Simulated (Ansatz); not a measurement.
Relaxation of F3H5OSiZr (11 atoms, charge 0, multiplicity 1), to a largest force component of 0.03 eV/Å in at most 50 steps.

The calculation used Ansatz 0.2.0, RKS PBE0-D4/def2-SVP.

```xyz
11
Properties=species:S:1:pos:R:3
Zr 0.386 -0.232 -0.564
O -0.664 -0.587 2.495
H -1.187 -1.396 2.550
F 1.294 -0.378 -2.213
F 0.661 1.508 0.130
F -1.391 -0.859 -0.787
Si 1.657 -1.970 0.972
H 0.743 -3.098 1.373
H 2.882 -2.614 0.395
H 2.102 -1.344 2.271
H 0.199 -0.837 2.894
```

Problem. Where does it end, and by what steps?

Solution. The forces met the threshold. After 10 steps the energy has fallen by 0.611 eV; H11 moved furthest, 0.66 Å. Joined: Zr1–O2 (3.25 → 2.35 Å).

```tsv
step	energy less start (eV)	largest force component (eV/Å)	accepted
0	0.0000	0.850	yes
1	-0.0926	1.073	yes
2	-0.3371	1.251	yes
3	-0.5119	0.973	yes
4	-0.5618	1.126	yes
5	-0.5596	0.281	no
6	-0.6036	0.126	yes
7	-0.6063	0.192	yes
8	-0.6096	0.054	yes
9	-0.6105	0.031	yes
10	-0.6109	0.020	yes
```

```xyz
11
Properties=species:S:1:pos:R:3
Zr 0.261 -0.289 -0.220
O -0.659 -0.403 1.937
H -1.332 -1.075 2.109
F 1.002 -0.346 -1.967
F 0.713 1.454 0.407
F -1.509 -0.962 -0.492
Si 1.869 -2.178 1.008
H 1.055 -3.403 1.342
H 3.100 -2.658 0.299
H 2.325 -1.658 2.351
H -0.142 -0.291 2.745
```

Whether the end is a true minimum wasn't checked by a vibrational analysis.

Time of the run: 29 s on 4 threads of AMD EPYC 7R43 64-Core Processor (Zen 3), on a shared host, peak memory 0.34 GiB.
